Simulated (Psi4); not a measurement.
CHO, doublet, at a GFN2-xTB geometry, with bond 2-1 at 1.25 times its length; HF/def2-SVP run with Psi4.

The Psi4 input:
```
memory 2 GB

molecule mol {
0 2
C    -0.480854    0.337057    0.028066
O     0.803782   -0.385178   -0.034846
H    -1.489715   -0.096492    0.009715
}

set {
  basis def2-svp
  reference uhf
  stability_analysis follow
  scf_type pk
}

energy('scf')
print_variables()
```

It wrote (shortened):

```
   => Loading Basis Set <=

    Name: DEF2-SVP
    Role: ORBITAL
    Keyword: BASIS

         ---------------------------------------------------------
                                   SCF
               by Justin Turney, Rob Parrish, Andy Simmonett
                          and Daniel G. A. Smith
                              UHF Reference
         ---------------------------------------------------------

  ==> Geometry <==

    Molecular point group: cs
    Full point group: Cs

    Geometry (in Angstrom), charge = 0, multiplicity = 2:

       Center              X                  Y                   Z               Mass
    ------------   -----------------  -----------------  -----------------  -----------------
         C            0.414818329546     0.673455141002     0.000000000000    12.000000000000
         O           -0.310016750763    -0.611256917717     0.000000000000    15.994914619570
         H           -0.018979976527     1.682375872066     0.000000000000     1.007825032230

  Running in cs symmetry.

  Rotational constants: A =     26.22762  B =      0.97833  C =      0.94315 [cm^-1]
  Rotational constants: A = 786284.23355  B =  29329.49149  C =  28274.80219 [MHz]
  Nuclear repulsion =   21.941834635527378

  Charge       = 0
  Multiplicity = 2
  Electrons    = 15
  Nalpha       = 8
  Nbeta        = 7

  ==> Algorithm <==

  SCF Algorithm Type is PK.
  DIIS enabled.
  MOM disabled.
  Fractional occupation disabled.
  Guess Type is SAD.
  Energy threshold   = 1.00e-06
  Density threshold  = 1.00e-06
  Integral threshold = 1.00e-12

  ==> Primary Basis <==

  Basis Set: DEF2-SVP
    Blend: DEF2-SVP
    Number of shells: 15
    Number of basis functions: 33
    Number of Cartesian functions: 35
    Spherical Harmonics?: true
    Max angular momentum: 2

  ==> Integral Setup <==

  Using in-core PK algorithm.
   Calculation information:
      Number of atoms:                   3
      Number of AO shells:              15
      Number of primitives:             29
      Number of atomic orbitals:        35
      Number of basis functions:        33

      Integral cutoff                 1.00e-12
      Number of threads:                 1

  Performing in-core PK
  Using 315282 doubles for integral storage.
  We computed 7257 shell quartets total.
  Whereas there are 7260 unique shell quartets.

  ==> DiskJK: Disk-Based J/K Matrices <==

    J tasked:                  Yes
    K tasked:                  Yes
    wK tasked:                  No
    Schwarz Cutoff:          1E-12

  Minimum eigenvalue in the overlap matrix is 3.0642495840E-02.
  Reciprocal condition number of the overlap matrix is 8.8904891738E-03.
    Using symmetric orthogonalization.

  ==> Pre-Iterations <==

  SCF Guess: Superposition of Atomic Densities via on-the-fly atomic UHF (no occupation information).

   -------------------------
    Irrep   Nso     Nmo
   -------------------------
     A'        24      24
     A"         9       9
   -------------------------
    Total      33      33
   -------------------------

  ==> Iterations <==

                        Total Energy        Delta E     RMS |[F,P]|

   @UHF iter SAD:  -111.84804527500182   -1.11848e+02   0.00000e+00
   @UHF iter   1:  -112.92668679618014   -1.07864e+00   1.83644e-02 ADIIS/DIIS
   @UHF iter   2:  -112.85792596186269    6.87608e-02   2.53979e-02 ADIIS/DIIS
   @UHF iter   3:  -113.03677214002396   -1.78846e-01   1.57621e-03 ADIIS/DIIS
   @UHF iter   4:  -113.03888605709713   -2.11392e-03   7.03399e-04 ADIIS/DIIS
   @UHF iter   5:  -113.03962488250045   -7.38825e-04   4.56223e-04 ADIIS/DIIS
   @UHF iter   6:  -113.04015967042045   -5.34788e-04   3.63206e-04 ADIIS/DIIS
   @UHF iter   7:  -113.04050366950494   -3.43999e-04   3.67557e-04 ADIIS/DIIS
   @UHF iter   8:  -113.04048319981052    2.04697e-05   3.65360e-04 ADIIS/DIIS
   @UHF iter   9:  -113.03974727965394    7.35920e-04   2.14912e-04 ADIIS/DIIS
[...]
    Wavefunction unstable!
[...]

    Rotating orbitals by 0.5 * pi / 2 radians along unstable eigenvector.
    Running SCF again with the rotated orbitals.
   @UHF iter  24:  -112.50367830484662   -1.12504e+02   2.57390e-02 ADIIS/DIIS
   @UHF iter  25:  -112.78938843415253   -2.85710e-01   2.68043e-02 ADIIS/DIIS
   @UHF iter  26:  -113.01327612819885   -2.23888e-01   4.70640e-03 ADIIS/DIIS
   @UHF iter  27:  -113.03015809960482   -1.68820e-02   2.00040e-03 ADIIS/DIIS
   @UHF iter  28:  -113.03502614932896   -4.86805e-03   1.09156e-03 ADIIS/DIIS
   @UHF iter  29:  -113.03768252727696   -2.65638e-03   8.41088e-04 ADIIS/DIIS
   @UHF iter  30:  -113.04047883505899   -2.79631e-03   5.25768e-04 ADIIS/DIIS
   @UHF iter  31:  -113.04186911508219   -1.39028e-03   3.68656e-04 ADIIS/DIIS
   @UHF iter  32:  -113.04245273556832   -5.83620e-04   3.15035e-04 ADIIS/DIIS
   @UHF iter  33:  -113.04286788483891   -4.15149e-04   2.59439e-04 ADIIS/DIIS
   @UHF iter  34:  -113.04317839862358   -3.10514e-04   1.86464e-04 ADIIS/DIIS
   @UHF iter  35:  -113.04338750558749   -2.09107e-04   1.18431e-04 ADIIS/DIIS
   @UHF iter  36:  -113.04353876576828   -1.51260e-04   7.07875e-05 DIIS
   @UHF iter  37:  -113.04353503623750    3.72953e-06   3.96606e-05 DIIS
   @UHF iter  38:  -113.04354743417079   -1.23979e-05   1.64387e-05 DIIS
   @UHF iter  39:  -113.04354739498574    3.91851e-08   1.59559e-05 DIIS
   @UHF iter  40:  -113.04354763241776   -2.37432e-07   3.03649e-06 DIIS
   @UHF iter  41:  -113.04354767064324   -3.82255e-08   1.75446e-06 DIIS
   @UHF iter  42:  -113.04354767751065   -6.86741e-09   4.96196e-07 DIIS
    Wavefunction stable under totally symmetric rotations.
    Lowest totally symmetric eigenvalue: 0.052094
    Lowest UHF->UHF stability eigenvalues:
     App -0.051193       Ap 0.052094

    Stability analysis over.

  ==> Post-Iterations <==

   @Spin Contamination Metric:   2.914641335E-02
   @S^2 Expected:                7.500000000E-01
   @S^2 Observed:                7.791464134E-01
   @S   Expected:                5.000000000E-01
   @S   Observed:                5.000000000E-01

    Orbital Energies [Eh]
    ---------------------

    Alpha Occupied:

[...]
    Alpha Virtual:

[...]
      24Ap     3.599206

    Beta Occupied:

[...]
       6Ap    -0.411529

    Beta Virtual:

[...]
    Final Occupation by Irrep:
             Ap   App
    DOCC [     6,    1 ]
    SOCC [     1,    0 ]
    NA   [     7,    1 ]
    NB   [     6,    1 ]

  @UHF Final Energy:  -113.04354767751065

   => Energetics <=

    Nuclear Repulsion Energy =             21.9418346355273783
    One-Electron Energy =                -197.7111485089024256
    Two-Electron Energy =                  62.7257661958643951
    Total Energy =                       -113.0435476775106451

  UHF NO Occupations:
  HONO-2 :    1App 1.9944365
  HONO-1 :    6 Ap 1.9932835
  HONO-0 :    7 Ap 1.0000000
  LUNO+0 :    8 Ap 0.0067165
  LUNO+1 :    2App 0.0055635
  LUNO+2 :    9 Ap 0.0015748
  LUNO+3 :   10 Ap 0.0005631

Computation Completed

Properties will be evaluated at   0.000000,   0.000000,   0.000000 [a0]

Properties computed using the SCF density matrix

 Multipole Moments:

 ------------------------------------------------------------------------------------
     Multipole            Electronic (a.u.)      Nuclear  (a.u.)        Total (a.u.)
 ------------------------------------------------------------------------------------

 L = 1.  Multiply by 2.5417464519 to convert [e a0] to [Debye]
 Dipole X            :         -0.2914232           -0.0192828           -0.3107060
 Dipole Y            :         -0.6130114            1.5742389            0.9612275
 Dipole Z            :          0.0000000            0.0000000            0.0000000
 Magnitude           :                                                    1.0101963

 ------------------------------------------------------------------------------------

  Variable Map:
  ----------------------------------------------------------------------------
[...]
[...]
```
